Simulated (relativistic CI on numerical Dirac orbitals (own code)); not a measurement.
# Ni4+ in a cubic cluster: 3p photoemission with charge transfer

Computed with a charge-transfer multiplet model of a cubic metal-ligand cluster with up to 3 ligand holes, Slater and spin-orbit integrals from Dirac-Coulomb-Breit ions, Slater integrals scaled by 0.9. The parameters are those of a tetrahedral site (10Dq negative, t2 hopping the larger). The ground state mixes d6 with configurations of k ligand holes L, whose averages lie at kΔ + k(k − 1)U_dd/2; a core hole lowers each added d electron by U_cd. 20 K, Lorentzian 0.9 eV and Gaussian 0.8 eV FWHM.

Atomic integrals in eV (Slater integrals scaled, ζ unscaled), ground: F2dd 12.773, F4dd 8.015, zeta_d 0.099; with the core hole: F2dd 13.590, F4dd 8.565, zeta_d 0.106, zeta_core 1.544, F2cd 13.977, G1cd 17.070, G3cd 10.555.

Cluster parameters (eV): Δ = 0.3, U_dd = 7.9, 10Dq = -0.4, 10Dq(ligand) = 0, V(eg) = 1.73, V(t2g) = -2.93, final-state hopping factor = 0.9.

| Case | n_d | d6 | d7L | d8L2 | d9L3 | S |
| --- | --- | --- | --- | --- | --- | --- |
| U_cd = 7.6 eV | 6.60 | 0.47 | 0.46 | 0.07 | 0.00 | 1.99 |
| U_cd = 8.2 eV | 6.60 | 0.47 | 0.46 | 0.07 | 0.00 | 1.99 |
| U_cd = 8.8 eV | 6.60 | 0.47 | 0.46 | 0.07 | 0.00 | 1.99 |

Weights, n_d and S are thermal averages at 20 K. Binding energies count from the first peak over 30 % of the highest in each spectrum, which can be another peak from case to case. The parameters are a model scan and need not match a compound or its usual spin state. Peaks in eV (height, largest 100):
- U_cd = 7.6 eV: 0.0 (100), 0.9 (95), 5.0 (49), 9.0 (36), 11.5 (27), 14.8 (14), 17.7 (19), 22.9 (24), 26.0 (10), 27.4 (11), 31.2 (12), 33.8 (6), 37.5 (7)
- U_cd = 8.2 eV: 0.0 (100), 5.0 (49), 8.5 (39), 11.5 (29), 17.6 (21), 22.9 (23), 25.9 (11), 30.8 (14), 33.6 (6), 37.2 (8)
- U_cd = 8.8 eV: 0.0 (100), 4.9 (48), 6.9 (41), 8.1 (43), 11.4 (31), 17.3 (23), 22.8 (23), 25.4 (13), 30.2 (17), 33.2 (6), 36.7 (9), 39.8 (5), 41.2 (6)

Curve for U_cd = 8.2 eV (points under 2 left out, the grid thinned):

(E (eV), Intensity): (-4.0, 3.1), (-3.0, 5.1), (-1.9, 11.8), (-0.9, 47.0), (0.2, 99.0), (1.2, 92.6), (2.2, 57.8), (3.3, 34.7), (4.3, 40.6), (5.3, 47.4), (6.4, 38.2), (7.4, 36.4), (8.5, 39.1), (9.5, 34.1), (10.5, 26.4), (11.6, 29.3), (12.6, 25.2), (13.7, 18.4), (14.7, 16.0), (15.7, 13.7), (16.8, 16.9), (17.8, 20.5), (18.8, 13.3), (19.9, 11.3), (20.9, 14.4), (22.0, 20.6), (23.0, 22.8), (24.0, 16.4), (25.1, 11.2), (26.1, 11.4), (27.2, 10.9), (28.2, 8.8), (29.2, 7.7), (30.3, 12.5), (31.3, 12.2), (32.4, 5.4), (33.4, 5.9), (34.4, 4.7), (35.5, 3.7), (36.5, 5.7), (37.5, 7.2), (38.6, 3.0), (39.6, 3.5), (40.7, 4.4), (41.7, 2.1)

For the case U_cd = 8.8 eV, Δ = 0.3 eV is smaller than U_dd = 7.9 eV, the charge-transfer side of the Zaanen-Sawatzky-Allen scheme. With the core hole the configuration with one ligand hole lies at Δ − U_cd = -7.3, -7.9, -8.5 eV from the one without, in the order of the table; where this is negative the screened configuration lies lower.
